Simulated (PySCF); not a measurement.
(1S)-1-cyclopropylethanol (C₅H₁₀O), SMILES C1([C@@H](O)C)CC1.

Coordinates come from a PBE0-D3(BJ)/def2-SVP optimisation. One conformer was computed; it need not be the lowest.

The numbers are results of TDA-LC-ωPBE/def2-SVPD in PySCF, not measurements.

Vertical excitations. The molecule is in vacuum.

Computed excitation energies, oscillator strengths and character:
```
state  energy (eV)  λ (nm)      f                                                                main pairs
-----  -----------  ------  -----  ------------------------------------------------------------------------
S1            7.81     159  0.022       HOMO→LUMO 51 %, HOMO→LUMO+1 15 %, HOMO→LUMO+3 11 %, HOMO→LUMO+4 9 %
S2            8.78     141  0.008       HOMO→LUMO+1 35 %, HOMO→LUMO+3 15 %, HOMO→LUMO+2 13 %, HOMO→LUMO 6 %
S3            8.91     139  0.005                                      HOMO−1→LUMO 58 %, HOMO−1→LUMO+2 17 %
S4            9.09     136  0.007  HOMO−2→LUMO 23 %, HOMO→LUMO+3 17 %, HOMO−2→LUMO+2 14 %, HOMO→LUMO+2 13 %
S5            9.17     135  0.009  HOMO−1→LUMO+1 24 %, HOMO−1→LUMO+2 17 %, HOMO→LUMO 12 %, HOMO→LUMO+2 10 %
S6            9.24     134  0.023   HOMO→LUMO+2 27 %, HOMO−1→LUMO+1 14 %, HOMO−1→LUMO+2 11 %, HOMO→LUMO 9 %
T1            7.42     167      0      HOMO→LUMO 43 %, HOMO→LUMO+1 15 %, HOMO→LUMO+3 11 %, HOMO→LUMO+4 10 %
T2            8.55     145      0  HOMO→LUMO+1 20 %, HOMO−1→LUMO 18 %, HOMO→LUMO+2 12 %, HOMO−1→LUMO+2 12 %
```
Triplets are in the Tamm–Dancoff approximation.
